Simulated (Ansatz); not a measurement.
Mulliken charges of `F[SiH](F)N[SiH2]Cl` from PBE/def2-TZVPP in Ansatz (PBE0-D4/def2-TZVP geometry).

| atom | x (Å) | y (Å) | z (Å) | charge (e) |
| --- | --- | --- | --- | --- |
| F1 | -0.606 | -2.588 | 0.290 | -0.261 |
| Si2 | 0.500 | -1.459 | 0.182 | 0.667 |
| F3 | 0.883 | -0.993 | 1.646 | -0.264 |
| N4 | -0.102 | -0.092 | -0.630 | -0.273 |
| Si5 | -0.317 | 1.516 | -0.050 | 0.396 |
| Cl6 | -2.117 | 1.774 | 0.909 | -0.220 |
| H7 | 1.672 | -2.078 | -0.453 | -0.085 |
| H8 | -0.513 | -0.271 | -1.537 | 0.135 |
| H9 | 0.749 | 1.826 | 0.921 | -0.042 |
| H10 | -0.323 | 2.427 | -1.214 | -0.052 |

By hand: the dipole of these point charges (1 e Å = 4.8032 D).

Σ q r = (0.401, 0.137, -0.581) e Å, of length 0.719 e Å = 3.45 D.

How does the dipole of the full density compare? (Best estimate.)

The calculation gave: (0.220, 0.045, -0.496) e Å, 2.62 D; the point charges give 1.32 times that, at 12° from its direction.

Point charges leave out the atoms' own dipoles, such as those of lone pairs, and Mulliken's split depends on the basis, so the two needn't agree.
